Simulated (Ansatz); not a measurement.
AsF2 (SMILES F[As]F) moved off its minimum; all values from Ansatz (a first-principles code), cores frozen in correlated methods. Open shells are unrestricted.
(charge 0, multiplicity 2)
```xyz
3

F     -1.2669    -0.8093     0.0277
As    -0.0047     0.3970     0.0104
F      1.3371    -0.7058    -0.0340
```

Forces at r2SCAN/def2-TZVPP (eV/Å):

| atom | Fx | Fy | Fz |
|---|---|---|---|
| F1 | 0.260 | 0.193 | -0.004 |
| As2 | -0.147 | -0.233 | 0.001 |
| F3 | -0.113 | 0.040 | 0.003 |

Question: Give the forces (eV/Å), the total energy and the dipole at CCSD(T)/cc-pVTZ.

Answer: 
```tsv
atom	Fx	Fy	Fz
F1	0.348	0.297	-0.005
As2	-0.146	-0.429	-0.001
F3	-0.203	0.132	0.006
```
Energy -2433.8724 hartree, dipole 2.17 D.
